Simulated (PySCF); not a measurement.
C3H7FO3Se.
Structure used (GFN2-xTB), in Å, numbered top down from 1:
```xyz
15
C3H7FO3Se angstrom
C     -1.7542   -0.9676    0.5427
O     -1.1645   -0.7821   -0.7343
C     -0.7755    0.4938   -0.9840
Se     0.7637    1.1301    0.1481
O      1.5272    2.2616   -0.6469
O      0.2947    1.5983    1.5829
C      2.0478   -0.3785    0.3157
F      1.4948   -1.4048    0.9865
H     -2.0536   -2.0118    0.5892
H     -1.0369   -0.7547    1.3398
H     -2.6282   -0.3201    0.6638
H     -0.4095    0.5730   -2.0089
H     -1.5459    1.2589   -0.7831
H      2.3355   -0.7065   -0.6857
H      2.9002    0.0184    0.8825
```

Vertical excitations from PySCF (density fitting, frozen core in the response, grid level 2 and gas phase unless stated; continuum runs use non-equilibrium linear response for the excitations) on a GFN2-xTB geometry. Reference run:

| settings | S1, eV (f) | S2, eV (f) | S3, eV (f) | S4, eV (f) | S5, eV (f) | S6, eV (f) | T1, eV (Tamm–Dancoff) | mean α (au) |
| --- | --- | --- | --- | --- | --- | --- | --- | --- |
| PBE0/def2-SVPD, full TDDFT, 6 singlets | 5.86 (0.081) | 6.23 (0.005) | 6.63 (0.004) | 6.74 (0.045) | 6.84 (0.157) | 7.05 (0.010) | 5.07 | 78.8 |

Q: What do these settings give: BP86/ANO-RCC-VDZP, start guess atom, full TDDFT, 3 singlets?

A: 
| settings | S1, eV (f) | S2, eV (f) | S3, eV (f) | S4, eV (f) | S5, eV (f) | S6, eV (f) | T1, eV (Tamm–Dancoff) | mean α (au) |
| --- | --- | --- | --- | --- | --- | --- | --- | --- |
| BP86/ANO-RCC-VDZP, start guess atom, full TDDFT, 3 singlets | 5.14 (0.074) | 5.22 (0.002) | 5.65 (0.005) | – | – | – | 4.53 | 75.0 |

S1 moves by -0.72 eV; functional and basis change together, so the shift can't be laid on one. States are counted by energy in each run and needn't keep their character from row to row.

ANO-RCC sets were contracted for a scalar-relativistic Hamiltonian, but ran non-relativistically here.

Q: Give the leading configurations of S1 (H = HOMO, L = LUMO) and the HOMO–LUMO gap of each run.

A: 
```json
{"settings": "PBE0/def2-SVPD, full TDDFT, 6 singlets", "S1 configurations (weight)": "H→L 0.91", "S1 (eV)": "5.86", "orbital gap (eV)": "7.04", "S1 − gap (eV)": "-1.18"}
{"settings": "BP86/ANO-RCC-VDZP, start guess atom, full TDDFT, 3 singlets", "S1 configurations (weight)": "H→L 0.90", "S1 (eV)": "5.14", "orbital gap (eV)": "4.78", "S1 − gap (eV)": "+0.36"}
```

 The PBE0/def2-SVPD calculation is non-relativistic and has no spin–orbit coupling, an omission that weighs most on selenium.

One conformer stands for the species.
